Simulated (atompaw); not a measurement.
# zirconium (Zr): one change to a PAW (atompaw) potential, before and after

Zr, PAW, made with atompaw 4.2.0.5 (PBEsol, scalar-relativistic). Core [Ar] 3d10 4s2, reference 4p6 4d2 5s0.5 5p0 (charge +1.5). Waves: 5s (bound): rc 2.75 bohr; 5s channel at -0.6 Ry: rc 2.75 bohr; 4p (bound): rc 1.85 bohr; 5p (bound, empty): rc 2.75 bohr; 4d (bound): rc 2.75 bohr; 4d channel at -0.35 Ry: rc 2.75 bohr. Local part: vpsmatchnc scheme with l = 3 at 1 Ry, radius 1.85 bohr. Core correction: smooth core density matched at 2.50 bohr. Augmentation charge: sinc compensation charge, radius 2.35 bohr; PAW radius 2.75 bohr; waves and projectors: custom rrkj gramschmidtortho.

Change: wave 5p (bound): rc 2.75 bohr becomes 5p (bound): rc 1.80 bohr.

Cutoffs: the cutoffs (Ry, on a coarse ladder) from which the occupation-weighted sum of valence levels, in a spherical-Bessel basis at the reference potential, stays within 10 and 1 mRy of its value at 400 Ry; they do not see the model core or the augmentation charge, which bear on the density cutoff.

Q: What does the change do?

A: The potential gets neither clearly harder nor softer (25 Ry and 40 Ry → 25 Ry and 40 Ry); both files keep a bound ghost (d, s); the range in which the p phases agree widens (upper end -0.2 → at the end of the scan).

```csv
quantity,base,changed
"cutoff, loose",25 Ry,25 Ry
"cutoff, tight",40 Ry,40 Ry
loose cutoff by channel (10 mRy a level),"s 6 Ry, p 21 Ry, d 10 Ry","s 6 Ry, p 18 Ry, d 10 Ry"
bound ghosts,"s, d","s, d"
s: phases at 2.77 bohr within 0.05 rad from the reference energy up to (Ry; the scan ends near 5),5.0,5.0
p: phases at 2.77 bohr within 0.05 rad from the reference energy up to (Ry; the scan ends near 5),-0.2,to the end of the scan
d: phases at 2.77 bohr within 0.05 rad from the reference energy up to (Ry; the scan ends near 5),1.0,1.0
lowest overlap eigenvalue by channel,"s 0.45, p 0.50, d 0.65","s 0.45, p 0.19, d 0.65"
```

 A true bound ghost makes a file unfit for plane-wave use even where its test errors are small: the radial tests pick states by their node count and pass the ghost by. The cutoffs see the waves, projectors and local potential, not the compensation charge or the core.
